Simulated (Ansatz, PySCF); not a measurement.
Gas-phase reaction (SMILES): NB(N)O -> N[B]O + [NH2] (NH2); the B-N bond at the site shown breaks (other sites are not compared here).

Each molecule is optimised on its own at B3LYP-D3(BJ)/def2-TZVP (Ansatz, a quantum-chemistry and plane-wave program), one conformer each, not searched for the lowest. Cores are frozen in the correlated levels unless marked. UHF or UKS for open shells. No spin-orbit coupling. Non-relativistic. CBS(X,Y): correlation extrapolated as X^-3; Hartree-Fock from the larger set. Thermal terms are rigid-rotor harmonic-oscillator values from B3LYP-D3(BJ) frequencies (Ansatz or PySCF) at 298.15 K and 1 atm. 1 Eh = 627.5095 kcal/mol. Electronic entropy comes from spin alone.

| species | E, CCSD(T)/CBS(cc-pVTZ,cc-pVQZ) (Ansatz) (Eh) | E, PBE-D3(BJ)/def2-TZVPD (Ansatz + dftd3) (Eh) | H - E (Eh) | G - E (Eh) |
|---|---|---|---|---|
| NB(N)O | -212.51342 | -212.56645 | 0.07821 | 0.04321 |
| N[B]O | -156.48090 | -156.52995 | 0.04753 | 0.01725 |
| [NH2] (NH2) | -55.81993 | -55.83139 | 0.02268 | 0.00058 |

Task: Work out ΔE and ΔH, ΔG, ΔS and the equilibrium constant at 298.15 K at the first level, then ΔH at the second.

Result: 
1. ΔE = [(-156.48090) + (-55.81993)] - [(-212.51342)] = 0.21259 Eh = 133.4 kcal/mol at CCSD(T)/CBS(cc-pVTZ,cc-pVQZ).
2. The terms H - E add up to -0.00800 Eh, so ΔH = (0.21259 + (-0.00800))×627.5095 = 128.4 kcal/mol.
3. The terms G - E add up to -0.02538 Eh, so ΔG = 117.5 kcal/mol, and ΔS = (-0.00800 - (-0.02538))×627509.5/298.15 = 36.6 cal/(mol K).
4. log10 K = -ΔG/(RT ln 10) = -86.1, with RT ln 10 = 1.3642 kcal/mol.
5. With ΔH and ΔS taken as constant, ΔG changes sign near ΔH/ΔS = 3510 K, a rough figure that leaves out heat capacities.
6. At PBE-D3(BJ)/def2-TZVPD the same steps give ΔE = 128.7 and ΔH = 123.7 kcal/mol, a shift of -4.7 from the first level.
7. These values are not checked against measurement here, since the tables used lack a sound gas-phase enthalpy of formation for at least one species.
